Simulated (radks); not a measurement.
Q: These are the eigenvalues of the occupied orbitals of an atom or ion with whole-number occupations (hartree). Calculated with a radial shooting solver on a logarithmic mesh with Libxc functionals: scalar-relativistic Kohn-Sham, PBEsol, spin-polarised, spherical densities, finite nucleus; Fermi nuclear charge, rms radius of each element as measured or else 0.836 A^(1/3) + 0.57 fm.

1s up: -1585.180
1s down: -1583.650
2s up: -368.4214
2s down: -365.9005
2p up: -348.7068

Which element is it, and in what charge state? The configuration may be excited. Open shells, if any, are filled with parallel spins first.

A: Z = 57, lanthanum, charge +50: La50+ in [He] 2s2 2p3. The list shows which subshells hold electrons but not how many an open one holds; the 1s level, -1585.2 hartree, gives Z - s = 56.3 by -(Z - s)^2/2, which with screening and relativity narrows Z to a few neighbours, and the depths of the outer levels then fix element, charge and occupations together.
